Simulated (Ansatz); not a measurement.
`FB(F)c1ccccc1`, relaxed with RKS PBE-D4/def2-SVP in Ansatz 0.2.0 from a rough embedded geometry. The force threshold is 0.03 eV/Å; the program also tests the step.

Total charge 0; spin multiplicity 1.

Start:

```xyz
14

F    -2.361   -0.069    2.461
B    -1.103   -0.633    2.065
F    -0.530   -1.621    2.926
C    -0.399   -0.268    0.668
C    -0.969    0.773   -0.101
C    -0.307    1.148   -1.301
C     0.884    0.505   -1.681
C     1.444   -0.477   -0.887
C     0.860   -0.845    0.339
H    -1.858    1.247    0.177
H    -0.730    1.901   -1.910
H     1.390    0.795   -2.598
H     2.385   -0.877   -1.132
H     1.294   -1.580    0.973
```

Problem. How much energy does the relaxation release, and in how many steps? (Estimate.)

Solution. The calculation gave: 64.33 kJ/mol, in 4 steps.

Problem. Which bonds change most? (Best estimate.)

Solution. Ansatz gave: F1–B2 from 1.435 to 1.336 Å; B2–F3 from 1.430 to 1.336 Å; C5–H10 from 1.045 to 1.101 Å; B2–C4 from 1.606 to 1.553 Å.

Problem. Give the relaxed structure. (Estimate.)

Solution. Ansatz gave: 
```xyz
14

F    -2.237   -0.076    2.449
B    -1.096   -0.646    2.053
F    -0.590   -1.588    2.853
C    -0.393   -0.233    0.732
C    -0.957    0.756   -0.108
C    -0.321    1.133   -1.298
C     0.891    0.527   -1.667
C     1.466   -0.458   -0.846
C     0.827   -0.835    0.343
H    -1.906    1.233    0.182
H    -0.770    1.904   -1.944
H     1.393    0.824   -2.601
H     2.416   -0.933   -1.137
H     1.277   -1.608    0.987
```
